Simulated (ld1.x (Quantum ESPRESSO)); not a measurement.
Scattering properties, TM potential for Si (Z = 14)

```json
{"Element": "Si", "Generator": "ld1.x (Quantum ESPRESSO) 7.5", "Type": "norm-conserving Troullier–Martins (Kleinman–Bylander form)", "Functional": "PBEsol", "Relativity": "scalar-relativistic", "Frozen core": "[Ne]", "Valence charge": "4", "Reference configuration": "3s2 3p2", "Partial waves": "3s (bound): rc 1.25 bohr; 3p (bound): rc 2.40 bohr", "Local potential": "the p channel", "Core correction": "none"}
```

The phase is arctan(r·u′/u) with u = r·R(r), unwrapped; energies in Ry, scanned from -3 to 5 Ry. A pole is an energy at which the radial function vanishes at the test radius. The pseudo phase is shifted by a multiple of π to meet the all-electron one at the reference energy, and phase errors are pseudo minus all-electron; the curves can meet again beyond the range given. Levels narrower than the energy grid can be missing from the lists of poles.

| channel | radius (bohr) | reference energy (Ry) | poles, all-electron | poles, pseudo | unbroken range about the reference energy with phases within 0.05 rad | phase error 1 Ry above the reference energy (rad) |
| --- | --- | --- | --- | --- | --- | --- |
| s | 2.60 | -0.79 | 0.17 | 0.16 | below 2.1 | -0.002 |
| p | 2.60 | -0.30 | 1.02 | 1.00 | below 2.8 | -0.003 |

Phases in the s channel:

```
E (Ry)  all-electron  pseudo
 -3.00         1.288   1.287
 -2.76         1.266   1.265
 -2.52         1.238   1.237
 -2.28         1.200   1.200
 -2.04         1.147   1.147
 -1.80         1.067   1.066
 -1.56         0.928   0.926
 -1.32         0.644   0.643
 -1.08         0.006   0.005
 -0.84        -0.793  -0.793
 -0.60        -1.200  -1.200
 -0.36        -1.387  -1.387
 -0.12        -1.492  -1.493
  0.12        -1.560  -1.562
  0.36        -1.611  -1.614
  0.60        -1.653  -1.657
  0.84        -1.691  -1.696
  1.08        -1.727  -1.734
  1.32        -1.764  -1.775
  1.56        -1.806  -1.822
  1.80        -1.855  -1.880
  2.04        -1.917  -1.959
  2.28        -2.001  -2.075
  2.52        -2.125  -2.270
  2.76        -2.325  -2.632
  3.00        -2.668  -3.242
  3.24        -3.195  -3.824
  3.48        -3.714  -4.155
  3.72        -4.047  -4.335
  3.96        -4.239  -4.443
  4.20        -4.358  -4.515
  4.44        -4.437  -4.568
  4.68        -4.494  -4.609
  4.92        -4.536  -4.643
```
